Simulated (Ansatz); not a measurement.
## Molecular dynamics of CH6GeOSi

The input (input.yaml):

```yaml
crystal:
  periodic: [false, false, false]
  atoms:
    - { symbol: C, position_ang: [-1.457501, 0.424548, -0.925487] }
    - { symbol: Ge, position_ang: [-0.265309, -0.33027, 0.432921] }
    - { symbol: O, position_ang: [1.399601, -0.828526, -0.277357] }
    - { symbol: Si, position_ang: [1.766607, 0.515784, 1.185927] }
    - { symbol: H, position_ang: [-0.991188, 1.324359, -1.368454] }
    - { symbol: H, position_ang: [-2.427669, 0.702871, -0.469158] }
    - { symbol: H, position_ang: [-1.632049, -0.327839, -1.719564] }
    - { symbol: H, position_ang: [-0.765432, -1.626231, 1.116833] }
    - { symbol: H, position_ang: [2.297087, -0.295021, 2.363149] }
    - { symbol: H, position_ang: [2.159053, 0.388926, -0.335911] }
basis:
  gaussian: { orbitals: def2-SVP }
hamiltonian:
  xc: pbe
  dispersion: d4
md:
  timestep: 0.5
  n_steps: 200
  ensemble: nve
  temperature: 300.0
  initial_velocities: maxwell_boltzmann
  seed: 6187
```

Launched with:

```bash
$ ansatz run input.yaml --threads 2 --pin off --max-ram 3072MiB --backend cpu --events-out ev --progress --plain --runs-dir out
```

It starts at the highest image of a converged band, a first-order saddle point between two minima.

Output, in part (step lines, the closing report, with atoms numbered from 0):

```
md step     0: t =     0.00 fs  T =   300.0 K  F+E_penalty+E_count = -67547.40903376 eV  E_kin = 0.310224 eV  conserved = -67547.09880976 eV  (29 SCF iters)
md step     1: t =     0.50 fs  T =   296.2 K  F+E_penalty+E_count = -67547.40504355 eV  E_kin = 0.306286 eV  conserved = -67547.09875714 eV  (32 SCF iters)
md step     2: t =     1.00 fs  T =   285.7 K  F+E_penalty+E_count = -67547.39400399 eV  E_kin = 0.295389 eV  conserved = -67547.09861481 eV  (32 SCF iters)
md step     3: t =     1.50 fs  T =   270.5 K  F+E_penalty+E_count = -67547.37813268 eV  E_kin = 0.279709 eV  conserved = -67547.09842383 eV  (32 SCF iters)
md step     4: t =     2.00 fs  T =   253.5 K  F+E_penalty+E_count = -67547.36041549 eV  E_kin = 0.262177 eV  conserved = -67547.09823843 eV  (32 SCF iters)
md step     5: t =     2.50 fs  T =   237.6 K  F+E_penalty+E_count = -67547.34376754 eV  E_kin = 0.245661 eV  conserved = -67547.09810632 eV  (32 SCF iters)
md step     6: t =     3.00 fs  T =   224.6 K  F+E_penalty+E_count = -67547.33029840 eV  E_kin = 0.232249 eV  conserved = -67547.09804933 eV  (33 SCF iters)
md step     7: t =     3.50 fs  T =   215.6 K  F+E_penalty+E_count = -67547.32096603 eV  E_kin = 0.222908 eV  conserved = -67547.09805827 eV  (32 SCF iters)
[... lines left out ...]
Total energy: -67548.41559325 eV, -2482.3584870914 hartree
Atom 0 at    -1.167696     0.457204    -1.074341 Å, force    -1.152709    -0.469281     0.330790 eV/Å
Atom 1 at    -0.383482    -0.350171     0.510299 Å, force     2.901493     0.600744     0.083096 eV/Å
Atom 2 at     1.453438    -0.745615    -0.193138 Å, force    -0.567903     0.110783     0.279400 eV/Å
Atom 3 at     1.867066     0.414013     0.980931 Å, force    -0.170883    -0.687731     0.240490 eV/Å
Atom 4 at    -1.190425     1.482572    -0.743145 Å, force     0.125715     1.269067    -0.106207 eV/Å
Atom 5 at    -2.219802     0.148860    -0.938438 Å, force    -0.356220    -0.075948    -0.678780 eV/Å
Atom 6 at    -0.809803     0.390930    -2.133294 Å, force     0.164945    -0.428730     0.737104 eV/Å
Atom 7 at    -1.139175    -1.296845     1.475787 Å, force    -0.082076    -0.482644    -0.414954 eV/Å
Atom 8 at     3.240988     0.149191     1.602332 Å, force    -0.496326    -0.692036     0.353071 eV/Å
Atom 9 at     2.166056     1.856784     0.896833 Å, force    -0.366037     0.855777    -0.824011 eV/Å
Dipole moment:    -0.567648     0.141451     0.015781 e Å
```

The steps, from the saved trajectory:

```json
{"time (fs)": "0.0", "T (K)": "300", "potential energy less start (eV)": "0.000", "conserved less start (meV/atom)": "0.00"}
{"time (fs)": "3.0", "T (K)": "225", "potential energy less start (eV)": "0.079", "conserved less start (meV/atom)": "0.08"}
{"time (fs)": "6.0", "T (K)": "219", "potential energy less start (eV)": "0.085", "conserved less start (meV/atom)": "0.07"}
{"time (fs)": "9.0", "T (K)": "366", "potential energy less start (eV)": "-0.068", "conserved less start (meV/atom)": "0.09"}
{"time (fs)": "12.0", "T (K)": "734", "potential energy less start (eV)": "-0.448", "conserved less start (meV/atom)": "0.08"}
{"time (fs)": "15.0", "T (K)": "1289", "potential energy less start (eV)": "-1.023", "conserved less start (meV/atom)": "-0.04"}
{"time (fs)": "18.0", "T (K)": "1636", "potential energy less start (eV)": "-1.382", "conserved less start (meV/atom)": "-0.06"}
{"time (fs)": "21.0", "T (K)": "1665", "potential energy less start (eV)": "-1.412", "conserved less start (meV/atom)": "-0.07"}
{"time (fs)": "24.0", "T (K)": "1432", "potential energy less start (eV)": "-1.171", "conserved less start (meV/atom)": "0.00"}
{"time (fs)": "27.0", "T (K)": "1184", "potential energy less start (eV)": "-0.914", "conserved less start (meV/atom)": "0.02"}
{"time (fs)": "30.0", "T (K)": "1071", "potential energy less start (eV)": "-0.797", "conserved less start (meV/atom)": "0.03"}
{"time (fs)": "33.0", "T (K)": "1074", "potential energy less start (eV)": "-0.801", "conserved less start (meV/atom)": "0.01"}
{"time (fs)": "36.0", "T (K)": "1111", "potential energy less start (eV)": "-0.839", "conserved less start (meV/atom)": "-0.02"}
{"time (fs)": "39.0", "T (K)": "1079", "potential energy less start (eV)": "-0.806", "conserved less start (meV/atom)": "0.02"}
{"time (fs)": "42.0", "T (K)": "1104", "potential energy less start (eV)": "-0.831", "conserved less start (meV/atom)": "0.05"}
{"time (fs)": "45.0", "T (K)": "1369", "potential energy less start (eV)": "-1.105", "conserved less start (meV/atom)": "0.03"}
{"time (fs)": "48.0", "T (K)": "1683", "potential energy less start (eV)": "-1.430", "conserved less start (meV/atom)": "-0.07"}
{"time (fs)": "51.0", "T (K)": "1695", "potential energy less start (eV)": "-1.443", "conserved less start (meV/atom)": "-0.01"}
{"time (fs)": "54.0", "T (K)": "1509", "potential energy less start (eV)": "-1.251", "conserved less start (meV/atom)": "-0.04"}
{"time (fs)": "57.0", "T (K)": "1148", "potential energy less start (eV)": "-0.877", "conserved less start (meV/atom)": "0.03"}
{"time (fs)": "60.0", "T (K)": "879", "potential energy less start (eV)": "-0.598", "conserved less start (meV/atom)": "0.04"}
{"time (fs)": "63.0", "T (K)": "739", "potential energy less start (eV)": "-0.454", "conserved less start (meV/atom)": "0.01"}
{"time (fs)": "66.0", "T (K)": "650", "potential energy less start (eV)": "-0.362", "conserved less start (meV/atom)": "0.08"}
{"time (fs)": "69.0", "T (K)": "804", "potential energy less start (eV)": "-0.522", "conserved less start (meV/atom)": "-0.01"}
{"time (fs)": "72.0", "T (K)": "915", "potential energy less start (eV)": "-0.636", "conserved less start (meV/atom)": "0.01"}
{"time (fs)": "75.0", "T (K)": "995", "potential energy less start (eV)": "-0.718", "conserved less start (meV/atom)": "0.03"}
{"time (fs)": "78.0", "T (K)": "1217", "potential energy less start (eV)": "-0.949", "conserved less start (meV/atom)": "0.02"}
{"time (fs)": "81.0", "T (K)": "1454", "potential energy less start (eV)": "-1.193", "conserved less start (meV/atom)": "-0.05"}
{"time (fs)": "84.0", "T (K)": "1482", "potential energy less start (eV)": "-1.222", "conserved less start (meV/atom)": "0.03"}
{"time (fs)": "87.0", "T (K)": "1450", "potential energy less start (eV)": "-1.189", "conserved less start (meV/atom)": "-0.02"}
{"time (fs)": "90.0", "T (K)": "1300", "potential energy less start (eV)": "-1.033", "conserved less start (meV/atom)": "0.02"}
{"time (fs)": "93.0", "T (K)": "1183", "potential energy less start (eV)": "-0.913", "conserved less start (meV/atom)": "0.03"}
{"time (fs)": "96.0", "T (K)": "1192", "potential energy less start (eV)": "-0.923", "conserved less start (meV/atom)": "0.01"}
{"time (fs)": "99.0", "T (K)": "1246", "potential energy less start (eV)": "-0.978", "conserved less start (meV/atom)": "0.03"}
```

All steps were run. The conserved energy stayed within 0.1 meV per atom of its start (net change 0.034 meV per atom), so the integration is sound. The system heated up, since it started high on the potential surface and ran downhill. A run of 0.1 ps of so small a system gives no equilibrium averages. The orbitals stay closed-shell, which can raise the energy where a bond breaks towards radicals; this wasn't checked here.

The step under study would form O3–H10 and break Si4–H10. These pairs go: O3–H10 1.44 → 2.91 Å, Si4–H10 1.58 → 1.48 Å. In the last frame they stand as before the step (other bonds may differ from the relaxed reactants and products). It ends as one piece, CH6GeOSi. Pairs count as bonded within 1.25 times the sum of covalent radii (0.12 Å more for H–H).

Last frame:

```xyz
10
Properties=species:S:1:pos:R:3
C -1.168 0.457 -1.074
Ge -0.384 -0.350 0.510
O 1.453 -0.746 -0.193
Si 1.867 0.414 0.981
H -1.190 1.483 -0.743
H -2.220 0.149 -0.938
H -0.810 0.391 -2.133
H -1.139 -1.297 1.476
H 3.241 0.149 1.602
H 2.166 1.857 0.897
```

The run took 6.4 min on 2 threads of Arm Neoverse V1, on a shared host, peak memory 0.15 GiB.
